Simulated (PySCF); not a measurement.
# LuOCl relaxed at several levels

Computed with PySCF 2.14.0, PBE0, def2-SVP on the ligands, density fitting, scalar-relativistic core potentials, no spin-orbit coupling, vacuum. Each row is relaxed at its own level from the same template. Distances are means of the shortest metal–ligand contacts, charges and spins Mulliken's. lcecp potentials hold a fixed number of 4f electrons in the core, out of states, spins and gaps.

| level | basis on the metal | point group | M–O (Å) | M–Cl (Å) | charge on M (e) | dipole (D) | HOMO–LUMO gap (eV) | strongest infrared band, degenerate modes summed (cm⁻¹) | unstable modes (below −25 cm⁻¹) |
| --- | --- | --- | --- | --- | --- | --- | --- | --- | --- |
| PBE0 | def2-SVP with ECP28 | Cs | 1.780 | 2.425 | 0.91 | 7.32 | 4.00 | 884 | 0 |

Problem. What does the calculation give for PBE0, lcecp-1-SVP with ECP60?

Solution. point group: Cs, M–O (Å): 1.794, M–Cl (Å): 2.456, charge on M (e): 0.77, dipole (D): 7.37, strongest infrared band, degenerate modes summed (cm⁻¹): 860, unstable modes (below −25 cm⁻¹): 0.
```xyz
3

Lu    0.2126    0.0000   -0.3606
O     1.7187    0.0000    0.6140
Cl   -1.9107    0.0000    0.8728
```

One start shape was tried for each, so a minimum needn't be the lowest isomer.
